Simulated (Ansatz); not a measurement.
Basis-set extrapolation for `C=C=C[SiH2][SiH3]` (PBE0-D4/def2-TZVP geometry, frozen core, the Gaussian-basis code of Ansatz). Multiplicity 1, RHF reference.

|  | def2-TZVPP | def2-QZVPP |
| --- | --- | --- |
| HF | -696.129095 | -696.151928 |
| MP2 correlation | -0.721339 | -0.769460 |
| CCSD(T) correlation | -0.820142 | not run |

Energies in hartree. Use E(X) = E(∞) + A·exp(−7.88·√X) for Hartree–Fock and E(X) = E(∞) + B·X^(−2.97) for correlation, with X = 3 and 4, and add CCSD(T) minus MP2 of the smaller set to the MP2 limit.

Question: What is the CCSD(T) energy at the basis-set limit?

Answer: HF limit: -696.151928 + (-0.022833) × 0.13774 = -696.15507. MP2 limit: -0.769460 + (-0.048121) × 0.74074 = -0.80511. Higher-order term: -0.820142 − (-0.721339) = -0.09880. Total: -697.05898 hartree, 288.1 kJ/mol below CCSD(T)/def2-TZVPP.
